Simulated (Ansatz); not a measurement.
Basis sets compared for trans-[VF2(H2O)4]+ (VO4F2H8⁺). Charge 1, multiplicity 3. Geometry PBE-D4/def2-SVP. Ansatz on 4 threads of Arm Neoverse V2 on a shared host; times are rough, and most runs start from earlier orbitals.

```xyz
15

V     0.000    0.000    0.000
F    -0.653   -0.821    1.467
F     0.654    0.821   -1.467
O     1.541   -1.429   -0.119
H     1.879   -1.582   -1.025
H     1.311   -2.308    0.246
O    -1.538    1.433    0.113
H    -1.304    2.305   -0.264
H    -1.874    1.599    1.017
O     1.163    1.252    1.223
H     1.986    1.601    0.823
H     1.409    0.886    2.097
O    -1.166   -1.256   -1.216
H    -1.424   -0.893   -2.088
H    -1.983   -1.608   -0.807
```

The 6-31G sets use Cartesian d functions.

```json
{"level": "HF/STO-3G", "functions": "56", "energy (Eh)": "-1429.3354", "HOMO (eV)": "-9.90", "LUMO (eV)": "5.06", "wall time": "0.75 s"}
{"level": "HF/6-31G", "functions": "99", "energy (Eh)": "-1445.7048", "HOMO (eV)": "-17.56", "LUMO (eV)": "-1.60", "wall time": "1.9 s"}
{"level": "PBE-D4/def2-SVP", "functions": "155", "energy (Eh)": "-1448.1403", "HOMO (eV)": "-7.70", "LUMO (eV)": "-7.49", "wall time": "11 s"}
{"level": "PBE0-D4/def2-SVP", "functions": "155", "energy (Eh)": "-1448.1619", "HOMO (eV)": "-10.63", "LUMO (eV)": "-6.47", "wall time": "11 s"}
```

Q: Estimate the rows for HF/def2-TZVP (with forces), PBE-D4/def2-TZVP, PBE0-D4/def2-TZVP (with forces).

A: 
| level | functions | energy (Eh) | HOMO (eV) | LUMO (eV) | wall time |
| --- | --- | --- | --- | --- | --- |
| HF/def2-TZVP (with forces) | 279 | -1446.1440 | -17.78 | -1.76 | 36 s |
| PBE-D4/def2-TZVP | 279 | -1448.8910 | -8.04 | -7.81 | 19 s |
| PBE0-D4/def2-TZVP (with forces) | 279 | -1448.9044 | -10.79 | -6.56 | 54 s |
